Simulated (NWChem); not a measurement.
Species: BeClF; SMILES [F][Be][Cl]

Computed with NWChem. The geometry was optimised at B3LYP/6-31G* (spherical d).

Question: Estimate the computed values for TPSS/def2-SVPD. Quantities: highest occupied level (eV); orbital gap (eV); dipole (D).

Answer: 
```yaml
highest occupied level (eV): -8.62
orbital gap (eV): 7.45
dipole (D): 0.13
```
